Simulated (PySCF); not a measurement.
C6H5S (charge -1).
Atom-mapped SMILES: `[S-:1][c:2]1[cH:3][cH:4][cH:5][cH:6][cH:7]1` (hydrogens: H8 on C3; H9 on C4; H10 on C5; H11 on C6; H12 on C7)

The same species was optimised twice, with GFN2-xTB and with PBE0-D3(BJ)/def2-SVP (PySCF), and the same property calculations (PySCF, gas phase) were run on both structures.

```json
{"coordinate": "C2–C7 (Å)", "GFN2-xTB": "1.408", "PBE0-D3(BJ)/def2-SVP": "1.426", "change": "+0.018"}
{"coordinate": "C2–C3 (Å)", "GFN2-xTB": "1.408", "PBE0-D3(BJ)/def2-SVP": "1.426", "change": "+0.018"}
{"coordinate": "C6–C7 (Å)", "GFN2-xTB": "1.375", "PBE0-D3(BJ)/def2-SVP": "1.390", "change": "+0.015"}
{"coordinate": "C3–C4 (Å)", "GFN2-xTB": "1.375", "PBE0-D3(BJ)/def2-SVP": "1.390", "change": "+0.015"}
{"coordinate": "S1–C2 (Å)", "GFN2-xTB": "1.704", "PBE0-D3(BJ)/def2-SVP": "1.718", "change": "+0.014"}
{"coordinate": "C5–C6 (Å)", "GFN2-xTB": "1.390", "PBE0-D3(BJ)/def2-SVP": "1.400", "change": "+0.010"}
{"coordinate": "C4–C5 (Å)", "GFN2-xTB": "1.390", "PBE0-D3(BJ)/def2-SVP": "1.400", "change": "+0.010"}
{"coordinate": "C3–C2–C7 (°)", "GFN2-xTB": "117.1", "PBE0-D3(BJ)/def2-SVP": "114.7", "change": "-2.4"}
{"coordinate": "C2–C3–C4 (°)", "GFN2-xTB": "121.3", "PBE0-D3(BJ)/def2-SVP": "122.6", "change": "+1.3"}
{"coordinate": "C2–C7–C6 (°)", "GFN2-xTB": "121.3", "PBE0-D3(BJ)/def2-SVP": "122.5", "change": "+1.2"}
{"coordinate": "S1–C2–C7 (°)", "GFN2-xTB": "121.4", "PBE0-D3(BJ)/def2-SVP": "122.6", "change": "+1.2"}
{"coordinate": "S1–C2–C3 (°)", "GFN2-xTB": "121.5", "PBE0-D3(BJ)/def2-SVP": "122.7", "change": "+1.2"}
{"coordinate": "C4–C5–C6 (°)", "GFN2-xTB": "118.8", "PBE0-D3(BJ)/def2-SVP": "117.7", "change": "-1.1"}
{"coordinate": "C5–C6–C7 (°)", "GFN2-xTB": "120.8", "PBE0-D3(BJ)/def2-SVP": "121.2", "change": "+0.4"}
{"coordinate": "C3–C4–C5 (°)", "GFN2-xTB": "120.8", "PBE0-D3(BJ)/def2-SVP": "121.2", "change": "+0.4"}
```

Rotational constants: A = 5786, B = 1644, C = 1280 MHz (GFN2-xTB) against A = 5763, B = 1589, C = 1246 MHz (PBE0-D3(BJ)/def2-SVP). Point groups within 0.08 Å: C2v and C2v.

On the GFN2-xTB structure: HOMO (eV) -0.23 [PBE0/pcSseg-1]; LUMO (eV) 4.29 [PBE0/pcSseg-1]; GIAO shielding of S1 (ppm) 415.9 [PBE0/pcSseg-1]; GIAO shielding of C2 (ppm) 5.6 [PBE0/pcSseg-1]; GIAO shielding of C3/C7 (mean) (ppm) 48.7 [PBE0/pcSseg-1]; GIAO shielding of C4/C6 (mean) (ppm) 58.9 [PBE0/pcSseg-1]; GIAO shielding of C5 (ppm) 76.8 [PBE0/pcSseg-1].

**Question.** What do these properties become on the PBE0-D3(BJ)/def2-SVP structure?

**Answer.** 
| property | level | on GFN2-xTB | on PBE0-D3(BJ)/def2-SVP | change |
| --- | --- | --- | --- | --- |
| HOMO (eV) | PBE0/pcSseg-1 | -0.23 | -0.32 | -0.09 |
| LUMO (eV) | PBE0/pcSseg-1 | 4.29 | 4.21 | -0.08 |
| energy, GFN2-xTB geometry as zero (kcal/mol) | PBE0/pcSseg-1 | 0.0 | -0.8 | -0.8 |
| GIAO shielding of S1 (ppm) | PBE0/pcSseg-1 | 415.9 | 408.0 | -7.9 |
| GIAO shielding of C2 (ppm) | PBE0/pcSseg-1 | 5.6 | 0.7 | -4.9 |
| GIAO shielding of C3/C7 (mean) (ppm) | PBE0/pcSseg-1 | 48.7 | 44.6 | -4.1 |
| GIAO shielding of C4/C6 (mean) (ppm) | PBE0/pcSseg-1 | 58.9 | 56.8 | -2.1 |
| GIAO shielding of C5 (ppm) | PBE0/pcSseg-1 | 76.8 | 74.0 | -2.8 |

The heavy atoms differ by 0.026 Å rms after alignment. Among bonds between heavy atoms C2–C3 and C2–C7 change most and about equally (+0.018 Å). Changes are differences of the printed values. Neither structure is proved a minimum here. Geometry: PBE0-D3(BJ)/def2-SVP; no solvent, vibrations or thermal averaging. The geometry's basis has no diffuse functions, a weakness for an anion.
